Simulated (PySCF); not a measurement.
Computed IR spectrum (relative IR intensity) of a molecule C3H6GeO. The structure is a stationary point at B3LYP-D3(BJ)/def2-SVP. One conformer was computed; it need not be the lowest. Level of theory: B3LYP-D3(BJ)/def2-SVP (PySCF). Frequencies are harmonic and unscaled.

Lines under 2 % of the strongest are left out, and lines within 2 cm⁻¹ are merged.

```
ν (cm⁻¹)  relative intensity
--------  ------------------
356                      2.1
435                      3.4
490                      2.4
559                      7.5
644                       12
807                       20
844                      5.2
870                       27
1054                      10
1092                     4.2
1133                      32
1376                     8.1
1393                     2.2
1859                     100
2141                      35
2156                      40
```

Identify the compound among the candidates.
A. C#CC[O][GeH3]
B. C1=[CH][GeH2][O]C1
C. O=[C]1C[CH2][GeH2]1
D. O=C1[CH2][GeH2][CH2]1

D, O=C1[CH2][GeH2][CH2]1
